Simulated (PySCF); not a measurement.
# Hartree-Fock beside MP2: Al2ClH2

These are calculations, not measurements. The program is PySCF 2.14.0, an open-source quantum chemistry code, run on an isolated molecule that a program drew, which may never have been made. The molecule is Al2ClH2 (charge 0, doublet), drawn as the SMILES string `[AlH][AlH][Cl]`.

The geometry was optimised and harmonic frequencies were computed with HF and MP2, all in the cc-pV(D+d)Z basis, for the commonest isotopes, with a restricted reference for singlets and an unrestricted one otherwise, and a frozen core in MP2. Each result is a local minimum of its method.

Geometry at the HF minimum:
```xyz
5
Al2ClH2, angstrom
Al   -0.2921   -1.6655   -0.2591
Al    0.2856    0.7631    0.4679
Cl    2.0579    1.6232   -0.3610
H    -1.2498   -2.0579   -1.4690
H    -0.3943    1.6186    1.6057
```

Lengths of the bonds as drawn, in Å (atoms numbered as above):
```
bond,HF,MP2
Al1-Al2,2.600,2.587
Al2-Cl3,2.137,2.129
Al1-H4,1.592,1.592
Al2-H5,1.578,1.579
```

Rotational constants, in GHz:
| constant | HF | MP2 |
|---|---|---|
| A | 13.97 | 14 |
| B | 1.939 | 1.961 |
| C | 1.722 | 1.738 |

Harmonic frequencies in cm^-1, each column in rising order, so a row needn't be the same motion in every method:
```
rank    HF   MP2
   1   102    96
   2   180   193
   3   318   290
   4   347     ?
   5   499   477
   6   510   519
   7   665   637
   8  1931  1913
   9  1990  1961
```

**Estimate the missing MP2 frequency from the HF column.**

A single factor s that minimises the squared misfit of MP2 against s times HF over the other rows is sum(HF x MP2) / sum(HF^2) = 0.9858, with an rms misfit of 15 cm^-1. For rank 4 it gives 0.9858 x 347 = 342 cm^-1. The calculation gives 344 cm^-1, 2 cm^-1 above the estimate. The drawn bonds are on average 0.2 % shorter in MP2 than in HF.
